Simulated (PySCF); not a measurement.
**Peak assignment**

Structure with atom numbers: `[CH3:1][CH2:2][n:3]1[n:4][c:5]([CH3:6])[c:7]([Cl:8])[n:9]1`. Hydrogens are named by the atom that carries them.

- σ from GIAO-PBE0/pcSseg-1
- GFN2-xTB structure
- code: PySCF 2.14
- non-relativistic Hamiltonian, one averaged value for each set of equivalent atoms, one computed conformer, no solvent

Scale: $^{13}$C (σref 186.93) and $^{1}$H (σref 31.72) vs TMS (reference shieldings calculated alike).

Question: Assign these signals to the numbered atoms. $^{13}$C{$^{1}$H} NMR (computed): δ 146.1, 145.8, 51.9, 19.3, 12.1.

Answer: 
146.1 → C5, substituted aromatic carbon next to a ring nitrogen
145.8 → C7, aromatic carbon bearing chlorine
51.9 → C2, sp3 CH2 bonded to N: the inductive effect lowers its shielding
19.3 → C1, methyl carbon: aliphatic region, no heteroatom directly attached
12.1 → C6, methyl carbon on an aromatic ring: aliphatic region, no heteroatom directly attached

C5 and C7 lie closer than the usual error of such a calculation, so a measured spectrum could show them in the other order.

Question: Assign these signals to the numbered atoms. $^{1}$H NMR (400 MHz, computed): δ 4.32 (q, 2H), 2.43 (s, 3H), 1.40 (t, 3H).

Answer: 
| δ (ppm) | atoms | environment | reason |
| --- | --- | --- | --- |
| 4.32 | H(C2) | hydrogen on an sp3 CH2 bonded to N | its carbon carries N, which withdraws density |
| 2.43 | H(C6) | hydrogen on a methyl carbon on an aromatic ring | benzylic-type position, deshielded by the ring |
| 1.40 | H(C1) | hydrogen on a methyl carbon | – |

Carbons that carry Cl, above all several Cl atoms, come out too deshielded, partly because spin–orbit coupling is missing. Shifts are as computed. Against solution values, carbons near 30 ppm lie about +3 ppm off and those near 130 ppm about +5 ppm; carbons on Cl a further +6 ppm. Of 1211 compounds with measured shifts, 218 miss one by over three times the rms of a fit or turn the order of signals round; such compounds aren't used in these exercises. Multiplicities follow the n + 1 count of equivalent neighbours, as no J values were calculated; m marks all less simple cases, F and P coupling included.
